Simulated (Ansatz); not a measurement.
Total energies of SbF₃ from Ansatz at r2SCAN-D4/def2-TZVP, gas phase (1 Eh = 27.2114 eV = 2625.5 kJ/mol). The reference geometry is relaxed at B3LYP-D4/def2-TZVP.

| state | geometry | energy (Eh) |
| --- | --- | --- |
| charge 0 singlet | reference | -540.00403 |
| charge 1 doublet | reference | -539.55918 |
| free Sb atom (quartet) | – | -240.31016 |
| free F atom (doublet) | – | -99.72763 |

In the def2 sets Sb takes a core potential; there is no spin–orbit coupling.

Work out the vertical ionisation energy to the doublet.

E(charge 1 doublet) − E(charge 0 singlet) = -539.55918 − (-540.00403) = 0.44485 Eh = 12.10 eV. For comparison, −ε of the highest occupied level is 8.79 eV at this level, 3.31 eV less.

What is the binding energy per atom against free atoms?

Atoms: 1 × (-240.31016) + 3 × (-99.72763) = -539.49305 Eh. Binding: -539.49305 − (-540.00403) = 0.51098 Eh = 13.90 eV, or 3.48 eV for each of 4 atoms (no zero-point energy, no counterpoise term).
